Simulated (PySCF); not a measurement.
Ge⁺: interval between two levels

Ge⁺ [Ar] 3d10 4s2 4p1 [2P3/2, M_J = 3/2] → Ge⁺ [Ar] 3d10 4s1 4p1 4d1 [4F9/2, M_J = 9/2], as a difference of total energies. Calculation: PySCF 2.14, in x2c-SVPall-2c with one added diffuse shell each of s, p, d type (6s7p4d, 47 functions); the two-component X2C-1e Hamiltonian. Correlated levels: [Ne] frozen. "Screened" scales the spin-orbit matrix elements by Boettger's factors to mimic the two-electron term; Breit and QED terms are absent.

```tsv
method	interval between two levels (cm⁻¹)
GHF (spin-free)	115880
GMP2 (spin-free)	124570
GHF (screened spin-orbit)	116050
GMP2 (screened spin-orbit)	124750
```

The labels give the starting determinants; with spin-orbit coupling the two ends relaxed to ⟨J²⟩ = 3.76, ⟨L²⟩ = 2.01, ⟨S²⟩ = 0.75 and ⟨J²⟩ = 24.75, ⟨L²⟩ = 12.01, ⟨S²⟩ = 3.75.

The promoted electron is Rydberg-like, and one or two diffuse shells describe it only roughly, which tends to raise the upper state.
